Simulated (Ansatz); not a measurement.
The molecule LiSi, multiplicity 4 (lowest of 2S+1 = 2, 4 at CCSD(T)/def2-TZVPP on PBE0 minima; our sources give no spin for the ground state, which may be another).

```csv
level,bond energy D_e (kJ/mol)
PBE/def2-TZVPP,174.7
r2SCAN/def2-TZVPP,187.3
B97M-V/def2-TZVPP,185.5
B3LYP/def2-TZVPP,155.0
PBE0/def2-TZVPP,172.6
BHLYP/def2-TZVPP,149.3
CAM-B3LYP/def2-TZVPP,154.8
wB97X-V/def2-TZVPP,155.1
wB97M-V/def2-TZVPP,167.1
B2PLYP/def2-TZVPP,158.3
CCSD/def2-TZVPP,165.0
CCSD/def2-QZVPP,173.5
CCSD(T)/def2-TZVPP,170.1
CCSD(T)/def2-QZVPP,179.9
```

The rows run from 149.3 (BHLYP/def2-TZVPP) to 187.3 kJ/mol (r2SCAN/def2-TZVPP). From def2-TZVPP to def2-QZVPP CCSD(T) changes by 9.8. The 10 functionals in def2-TZVPP without D3 or D4 span 38.0, from BHLYP to r2SCAN.

D_e counts from the fitted minimum to each atom's lowest state at the same level, without counterpoise.

Correlated levels freeze the inner cores; with def2 sets outer-core shells near the valence are correlated too.

Programs: Ansatz (Gaussian orbitals). Values without a source in brackets are computed.

Ansatz is a quantum-chemistry and plane-wave program.
